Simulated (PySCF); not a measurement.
Fill in the blanks.

CH11NSi3.
SMILES: `C[Si@H]([SiH3])N[SiH3]`

Conformer (atom-mapped SMILES and torsion angles): `[CH3:1][Si@H:2]([SiH3:3])[NH:4][SiH3:5]`: C1–Si2–N4–Si5 176°.

| property | level | value |
| --- | --- | --- |
| point group of the GFN2-xTB geometry | GFN2-xTB | ? |
| rotational constants A, B, C of the GFN2-xTB geometry | GFN2-xTB | ? |
| dipole moment | CAM-B3LYP/def2-SVPD | 1.32 D |
| HOMO energy | CAM-B3LYP/def2-SVPD | -8.54 eV |
| LUMO energy | CAM-B3LYP/def2-SVPD | ? |
| lowest singlet excitation | TDDFT CAM-B3LYP/def2-SVPD | 5.94 eV (209 nm, f = 0.005) |
| strongest line among the 8 lowest singlet transitions | TDDFT CAM-B3LYP/def2-SVPD | ? |
| lowest triplet excitation (Tamm–Dancoff) | TDA CAM-B3LYP/def2-SVPD | 5.58 eV |
| static isotropic polarisability | CAM-B3LYP/def2-SVPD | 102.1 au |
| electronic spatial extent ⟨r²⟩ about the centre of nuclear charge | CAM-B3LYP/def2-SVPD | ? |
| 13C chemical shifts (computed TMS as zero) by class | GIAO PBE0/pcSseg-1 | -0.3 (1 C) ppm |
| 1H chemical shifts (computed TMS as zero) by class | GIAO PBE0/pcSseg-1 | ? |
| isotropic shieldings of nuclei other than C and H, by class | GIAO PBE0/pcSseg-1 | ? |

Gas-phase values; electronic properties from PySCF, density fitting. Isolated species at its GFN2-xTB geometry (one conformer only). GFN2-xTB frequencies show an imaginary mode (23i cm⁻¹), so this geometry is no minimum at that level. NMR classes are plain means over equivalent atoms (diastereotopic ones count apart unless rotation or inversion swaps them), as if these changed places fast; in this geometry the members of some classes differ.

(1) The 1H chemical shifts (computed TMS as zero) by class?

(2) Give the isotropic shieldings of nuclei other than C and H, by class.

(3) What is the point group of the GFN2-xTB geometry?

(4) Give the rotational constants A, B, C of the GFN2-xTB geometry.

(5) The electronic spatial extent ⟨r²⟩ about the centre of nuclear charge?

(6) Give the strongest line among the 8 lowest singlet transitions.

(7) Give the LUMO energy.

Answers

(1) 5.42 (1 H), 4.75 (3 H), 3.41 (3 H), 0.37 (3 H), -0.75 (1 H) ppm.

(2) 265 (1 N), 373 (1 Si), 406 (1 Si), 472 (1 Si) ppm.

(3) C1.

(4) 2.737, 1.475, 1.033 GHz.

(5) 1206 bohr².

(6) S7 at 7.61 eV (163 nm, f = 0.093).

(7) 0.76 eV.

The principal polarisabilities are 89.1, 106.6 and 110.5 au; their mean is the isotropic value. In wavenumbers S1 is 47900 cm⁻¹ (1 eV = 8065.54 cm⁻¹). The vertical singlet–triplet gap S1 − T1 is 0.36 eV (TDDFT singlet less Tamm–Dancoff triplet; S1: HOMO→LUMO, weight 0.95; T1: HOMO→LUMO, weight 0.87). No computed singlet falls in the visible range (750 to 380 nm, 1.65 to 3.26 eV); S1 lies 2.68 eV above its blue end.

For the TDDFT job (CAM-B3LYP/def2-SVPD), on one thread, Arm Neoverse V2 (aarch64), no GPU, shared host with 96 logical CPUs at a one-minute load of 22, this took 36 s wall and 0.92 GiB of memory at its peak.
